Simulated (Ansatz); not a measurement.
`[SiH3]OBCl` + HCl → `ClBCl` + `O[SiH3]`  (ligand exchange at a B–O bond)

Computed with Ansatz on PBE0-D4/def2-TZVP structures; ΔE is electronic, products minus reactants. CBS: MP2 limit from def2 TZ/QZ plus the TZ coupled-cluster correction, frozen cores. This one scheme is used for every species. DFT in def2-TZVPP. Each species was taken in one conformer, which may not be the lowest.

```json
{"level": "r2SCAN-D4", "ΔE (kJ/mol)": "52.8"}
{"level": "PBE0-D4", "ΔE (kJ/mol)": "51.2"}
{"level": "PBE0", "ΔE (kJ/mol)": "48.5"}
{"level": "CCSD/CBS(def2)", "ΔE (kJ/mol)": "57.6"}
```

Q: What does CCSD(T)/CBS give? (Estimate.)

A: The calculation gave: +56.2 kJ/mol. The listed levels differ from it by -3.4, -5.0, -7.7, 1.4 kJ/mol.

Q: What do rigid-rotor, harmonic-oscillator terms from PBE0-D4/def2-TZVP frequencies (298.15 K, 1 bar) make of the CCSD(T)/CBS value? (Estimate.)

A: The calculation gave: ΔZPE = +5.7 kJ/mol, ΔH = +59.9 kJ/mol, ΔS = 15 J/(mol·K), ΔG = +55.6 kJ/mol.

Largest T1 diagnostic among the species: 0.012.

The D4 term adds +4.6 kJ/mol with B3LYP and +2.7 kJ/mol with PBE0; it sums over pairs of atoms, weighted by their polarisabilities, and B3LYP, whose exchange is more repulsive, gets the larger term. At CCSD(T), def2-SVP lies +7.2 kJ/mol from the extrapolated value and def2-TZVPP +0.5 kJ/mol. Leaving LDA and LC-ωPBE aside and taking each functional with its dispersion term where it has one, the values, not all of them listed here, spread over 14.7 kJ/mol, from revPBE-D4 to BHLYP-D4. LDA lies +8.6 kJ/mol from PBE without D4.

B3LYP here is the variant with VWN-RPA as its local correlation; programs differ in this.
